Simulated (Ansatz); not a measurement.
Molecular dynamics of H$_{6}$O$_{2}$Si$_{2}$Te

input.yaml

```yaml
crystal:
  periodic: [false, false, false]
  atoms:
    - { symbol: O, position_ang: [-0.947213, 1.471145, 0.265033] }
    - { symbol: Si, position_ang: [-0.179433, 0.621866, -1.16945] }
    - { symbol: O, position_ang: [-1.211152, -0.608452, -1.645667] }
    - { symbol: Si, position_ang: [1.413077, -0.565008, 0.099054] }
    - { symbol: Te, position_ang: [0.328435, -0.76724, 2.377608] }
    - { symbol: H, position_ang: [-0.624103, 1.168878, 1.184402] }
    - { symbol: H, position_ang: [-0.348633, 2.182437, -0.618984] }
    - { symbol: H, position_ang: [-1.936811, -0.320843, -2.230892] }
    - { symbol: H, position_ang: [2.608166, 0.2971, 0.429135] }
    - { symbol: H, position_ang: [1.910624, -1.905277, -0.378167] }
    - { symbol: H, position_ang: [-0.947459, -1.631606, 1.708524] }
basis:
  gaussian: { orbitals: def2-SVP }
hamiltonian:
  xc: lda
md:
  timestep: 0.5
  n_steps: 200
  ensemble: nve
  temperature: 300.0
  initial_velocities: maxwell_boltzmann
  seed: 9036
```

Command:

```bash
$ ansatz run input.yaml --threads 2 --pin off --max-ram 3072MiB --backend cpu --events-out ev --progress --plain --runs-dir out
```

It starts at the highest image of a converged band. Of that band: Neighbouring images differ by up to 1.6 eV, so the band resolves the path poorly. A vibrational analysis at the climbing image gives one clearly imaginary mode, 1300i cm⁻¹: a first-order saddle point.

Output, in part (one step line in 4, the closing report, with atoms numbered from 0):

```
md step     0: t =     0.00 fs  T =   300.0 K  F+E_penalty+E_count = -27128.18795440 eV  E_kin = 0.349002 eV  conserved = -27127.83895240 eV  (30 SCF iters)
md step     4: t =     2.00 fs  T =   279.2 K  F+E_penalty+E_count = -27128.16363107 eV  E_kin = 0.324853 eV  conserved = -27127.83877760 eV  (32 SCF iters)
md step     8: t =     4.00 fs  T =   247.5 K  F+E_penalty+E_count = -27128.12649351 eV  E_kin = 0.287880 eV  conserved = -27127.83861346 eV  (32 SCF iters)
md step    12: t =     6.00 fs  T =   243.4 K  F+E_penalty+E_count = -27128.12155998 eV  E_kin = 0.283125 eV  conserved = -27127.83843464 eV  (32 SCF iters)
md step    16: t =     8.00 fs  T =   303.7 K  F+E_penalty+E_count = -27128.19172030 eV  E_kin = 0.353285 eV  conserved = -27127.83843485 eV  (31 SCF iters)
md step    20: t =    10.00 fs  T =   426.0 K  F+E_penalty+E_count = -27128.33490724 eV  E_kin = 0.495610 eV  conserved = -27127.83929727 eV  (31 SCF iters)
md step    24: t =    12.00 fs  T =   518.2 K  F+E_penalty+E_count = -27128.44108891 eV  E_kin = 0.602815 eV  conserved = -27127.83827436 eV  (30 SCF iters)
md step    28: t =    14.00 fs  T =   703.5 K  F+E_penalty+E_count = -27128.65916102 eV  E_kin = 0.818427 eV  conserved = -27127.84073398 eV  (30 SCF iters)
md step    32: t =    16.00 fs  T =   706.5 K  F+E_penalty+E_count = -27128.66137193 eV  E_kin = 0.821905 eV  conserved = -27127.83946731 eV  (30 SCF iters)
md step    36: t =    18.00 fs  T =   680.2 K  F+E_penalty+E_count = -27128.62979453 eV  E_kin = 0.791353 eV  conserved = -27127.83844149 eV  (30 SCF iters)
md step    40: t =    20.00 fs  T =   808.2 K  F+E_penalty+E_count = -27128.78103866 eV  E_kin = 0.940196 eV  conserved = -27127.84084223 eV  (30 SCF iters)
md step    44: t =    22.00 fs  T =   754.6 K  F+E_penalty+E_count = -27128.71572965 eV  E_kin = 0.877862 eV  conserved = -27127.83786780 eV  (29 SCF iters)
md step    48: t =    24.00 fs  T =   785.6 K  F+E_penalty+E_count = -27128.75487212 eV  E_kin = 0.913875 eV  conserved = -27127.84099706 eV  (30 SCF iters)
md step    52: t =    26.00 fs  T =   645.6 K  F+E_penalty+E_count = -27128.58969354 eV  E_kin = 0.751024 eV  conserved = -27127.83866989 eV  (30 SCF iters)
md step    56: t =    28.00 fs  T =   583.9 K  F+E_penalty+E_count = -27128.51794706 eV  E_kin = 0.679243 eV  conserved = -27127.83870389 eV  (30 SCF iters)
md step    60: t =    30.00 fs  T =   585.1 K  F+E_penalty+E_count = -27128.52142301 eV  E_kin = 0.680723 eV  conserved = -27127.84070020 eV  (30 SCF iters)
md step    64: t =    32.00 fs  T =   491.6 K  F+E_penalty+E_count = -27128.40999655 eV  E_kin = 0.571874 eV  conserved = -27127.83812270 eV  (30 SCF iters)
md step    68: t =    34.00 fs  T =   507.9 K  F+E_penalty+E_count = -27128.43095345 eV  E_kin = 0.590819 eV  conserved = -27127.84013401 eV  (31 SCF iters)
md step    72: t =    36.00 fs  T =   407.3 K  F+E_penalty+E_count = -27128.31181188 eV  E_kin = 0.473838 eV  conserved = -27127.83797413 eV  (30 SCF iters)
md step    76: t =    38.00 fs  T =   497.7 K  F+E_penalty+E_count = -27128.41914746 eV  E_kin = 0.578983 eV  conserved = -27127.84016475 eV  (30 SCF iters)
md step    80: t =    40.00 fs  T =   467.3 K  F+E_penalty+E_count = -27128.38204839 eV  E_kin = 0.543653 eV  conserved = -27127.83839535 eV  (31 SCF iters)
md step    84: t =    42.00 fs  T =   503.6 K  F+E_penalty+E_count = -27128.42633813 eV  E_kin = 0.585847 eV  conserved = -27127.84049103 eV  (30 SCF iters)
md step    88: t =    44.00 fs  T =   446.2 K  F+E_penalty+E_count = -27128.35795527 eV  E_kin = 0.519124 eV  conserved = -27127.83883165 eV  (30 SCF iters)
md step    92: t =    46.00 fs  T =   435.3 K  F+E_penalty+E_count = -27128.34494867 eV  E_kin = 0.506431 eV  conserved = -27127.83851731 eV  (31 SCF iters)
md step    96: t =    48.00 fs  T =   523.7 K  F+E_penalty+E_count = -27128.45017152 eV  E_kin = 0.609195 eV  conserved = -27127.84097683 eV  (29 SCF iters)
md step   100: t =    50.00 fs  T =   437.7 K  F+E_penalty+E_count = -27128.34670400 eV  E_kin = 0.509221 eV  conserved = -27127.83748263 eV  (29 SCF iters)
md step   104: t =    52.00 fs  T =   483.0 K  F+E_penalty+E_count = -27128.40255387 eV  E_kin = 0.561927 eV  conserved = -27127.84062723 eV  (30 SCF iters)
md step   108: t =    54.00 fs  T =   389.2 K  F+E_penalty+E_count = -27128.29078125 eV  E_kin = 0.452724 eV  conserved = -27127.83805765 eV  (31 SCF iters)
md step   112: t =    56.00 fs  T =   465.2 K  F+E_penalty+E_count = -27128.38078435 eV  E_kin = 0.541156 eV  conserved = -27127.83962823 eV  (29 SCF iters)
md step   116: t =    58.00 fs  T =   475.9 K  F+E_penalty+E_count = -27128.39298794 eV  E_kin = 0.553591 eV  conserved = -27127.83939702 eV  (29 SCF iters)
md step   120: t =    60.00 fs  T =   491.9 K  F+E_penalty+E_count = -27128.41166502 eV  E_kin = 0.572215 eV  conserved = -27127.83944978 eV  (29 SCF iters)
md step   124: t =    62.00 fs  T =   511.4 K  F+E_penalty+E_count = -27128.43457204 eV  E_kin = 0.594980 eV  conserved = -27127.83959159 eV  (30 SCF iters)
md step   128: t =    64.00 fs  T =   463.5 K  F+E_penalty+E_count = -27128.37726415 eV  E_kin = 0.539189 eV  conserved = -27127.83807466 eV  (29 SCF iters)
md step   132: t =    66.00 fs  T =   579.2 K  F+E_penalty+E_count = -27128.51425690 eV  E_kin = 0.673804 eV  conserved = -27127.84045250 eV  (30 SCF iters)
md step   136: t =    68.00 fs  T =   547.3 K  F+E_penalty+E_count = -27128.47466450 eV  E_kin = 0.636717 eV  conserved = -27127.83794780 eV  (30 SCF iters)
md step   140: t =    70.00 fs  T =   637.3 K  F+E_penalty+E_count = -27128.58180025 eV  E_kin = 0.741379 eV  conserved = -27127.84042120 eV  (29 SCF iters)
md step   144: t =    72.00 fs  T =   634.7 K  F+E_penalty+E_count = -27128.57731727 eV  E_kin = 0.738410 eV  conserved = -27127.83890753 eV  (31 SCF iters)
md step   148: t =    74.00 fs  T =   649.6 K  F+E_penalty+E_count = -27128.59448570 eV  E_kin = 0.755699 eV  conserved = -27127.83878716 eV  (31 SCF iters)
md step   152: t =    76.00 fs  T =   702.4 K  F+E_penalty+E_count = -27128.65761071 eV  E_kin = 0.817175 eV  conserved = -27127.84043523 eV  (30 SCF iters)
md step   156: t =    78.00 fs  T =   641.4 K  F+E_penalty+E_count = -27128.58395613 eV  E_kin = 0.746133 eV  conserved = -27127.83782353 eV  (29 SCF iters)
md step   160: t =    80.00 fs  T =   699.7 K  F+E_penalty+E_count = -27128.65448357 eV  E_kin = 0.813932 eV  conserved = -27127.84055158 eV  (30 SCF iters)
md step   164: t =    82.00 fs  T =   600.1 K  F+E_penalty+E_count = -27128.53634339 eV  E_kin = 0.698122 eV  conserved = -27127.83822111 eV  (31 SCF iters)
md step   168: t =    84.00 fs  T =   632.0 K  F+E_penalty+E_count = -27128.57438495 eV  E_kin = 0.735258 eV  conserved = -27127.83912653 eV  (31 SCF iters)
md step   172: t =    86.00 fs  T =   659.5 K  F+E_penalty+E_count = -27128.60724239 eV  E_kin = 0.767247 eV  conserved = -27127.83999530 eV  (31 SCF iters)
md step   176: t =    88.00 fs  T =   614.7 K  F+E_penalty+E_count = -27128.55353784 eV  E_kin = 0.715150 eV  conserved = -27127.83838741 eV  (29 SCF iters)
md step   180: t =    90.00 fs  T =   651.5 K  F+E_penalty+E_count = -27128.59786961 eV  E_kin = 0.757965 eV  conserved = -27127.83990495 eV  (30 SCF iters)
md step   184: t =    92.00 fs  T =   585.8 K  F+E_penalty+E_count = -27128.51994967 eV  E_kin = 0.681474 eV  conserved = -27127.83847525 eV  (30 SCF iters)
md step   188: t =    94.00 fs  T =   605.8 K  F+E_penalty+E_count = -27128.54375692 eV  E_kin = 0.704741 eV  conserved = -27127.83901633 eV  (31 SCF iters)
md step   192: t =    96.00 fs  T =   625.4 K  F+E_penalty+E_count = -27128.56749310 eV  E_kin = 0.727541 eV  conserved = -27127.83995204 eV  (31 SCF iters)
md step   196: t =    98.00 fs  T =   521.7 K  F+E_penalty+E_count = -27128.44508116 eV  E_kin = 0.606890 eV  conserved = -27127.83819098 eV  (31 SCF iters)
md step   200: t =   100.00 fs  T =   553.1 K  F+E_penalty+E_count = -27128.48275137 eV  E_kin = 0.643394 eV  conserved = -27127.83935779 eV  (30 SCF iters)
Total energy: -27128.48278727 eV, -996.9533540862 hartree
Atom 0 at    -0.860956     1.679526    -0.127316 Å, force     0.585962     1.484881     0.668338 eV/Å
Atom 1 at    -0.038525     0.570495    -1.384538 Å, force     0.776669     0.097306    -2.629160 eV/Å
Atom 2 at    -1.367436    -0.464208    -1.057461 Å, force    -0.497829    -0.443358     0.254800 eV/Å
Atom 3 at     1.413115    -0.391324     0.111509 Å, force     1.020594     0.286055     1.017799 eV/Å
Atom 4 at     0.306602    -0.833587     2.394129 Å, force     0.108015    -0.069864    -0.369763 eV/Å
Atom 5 at    -0.322250     2.114526     0.602759 Å, force    -0.559516    -0.717085    -0.378264 eV/Å
Atom 6 at    -1.282925     0.818520     0.129499 Å, force    -1.103599    -0.527468     1.138564 eV/Å
Atom 7 at    -2.012379    -0.636803    -1.777842 Å, force     0.302371     0.258218     0.257852 eV/Å
Atom 8 at     2.579820     0.599452     0.424549 Å, force    -0.497526    -0.379046    -0.076920 eV/Å
Atom 9 at     2.095864    -1.651928    -0.353676 Å, force     0.012823    -0.093304    -0.040320 eV/Å
Atom 10 at    -0.448127    -2.059194     1.514510 Å, force    -0.147964     0.103663     0.157076 eV/Å
Dipole moment:    -0.460414     0.273729     0.044511 e Å
```

All steps were run. The conserved energy stayed within 0.2 meV per atom of its start (net change -0.037 meV per atom), so the integration is sound. The system heated up, since it started high on the potential surface and ran downhill. A run of 0.1 ps of so small a system gives no equilibrium averages. The orbitals stay closed-shell, which can raise the energy where a bond breaks towards radicals; this wasn't checked here.

The step under study would form O1–H7 and break Si2–H7. These pairs go: O1–H7 1.28 → 0.99 Å, Si2–H7 1.66 → 1.98 Å. In the last frame they stand as after the step (other bonds may differ from the relaxed reactants and products). It ends as one piece, H6O2Si2Te. Pairs count as bonded within 1.25 times the sum of covalent radii (0.12 Å more for H–H).

Last frame:

```xyz
11
Properties=species:S:1:pos:R:3
O -0.861 1.679 -0.127
Si -0.038 0.571 -1.385
O -1.367 -0.464 -1.058
Si 1.413 -0.391 0.112
Te 0.307 -0.834 2.394
H -0.322 2.115 0.603
H -1.283 0.819 0.130
H -2.012 -0.637 -1.778
H 2.580 0.600 0.424
H 2.096 -1.652 -0.354
H -0.448 -2.059 1.514
```

The run took 5.4 min on 2 threads of Arm Neoverse V1 (shared host), peak memory 0.16 GiB.
